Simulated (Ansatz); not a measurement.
Basis-set extrapolation for C3H10AlB (`B[CH2][Al]([CH3])[CH3]`) (PBE0-D4/def2-TZVP geometry, frozen core, the Gaussian-basis code of Ansatz). Multiplicity 1, RHF reference.

|  | def2-TZVPP | def2-QZVPP |
| --- | --- | --- |
| HF | -386.095759 | -386.109965 |
| MP2 correlation | -0.721131 | -0.766511 |
| CCSD(T) correlation | -0.811914 | not run |

Energies in hartree. Use E(X) = E(∞) + A·exp(−7.88·√X) for Hartree–Fock and E(X) = E(∞) + B·X^(−2.97) for correlation, with X = 3 and 4, and add CCSD(T) minus MP2 of the smaller set to the MP2 limit.

Question: What is the CCSD(T) energy at the basis-set limit?

Answer: HF limit: -386.109965 + (-0.014206) × 0.13774 = -386.11192. MP2 limit: -0.766511 + (-0.045380) × 0.74074 = -0.80013. Higher-order term: -0.811914 − (-0.721131) = -0.09078. Total: -387.00283 hartree, 59.7 kcal/mol below CCSD(T)/def2-TZVPP.
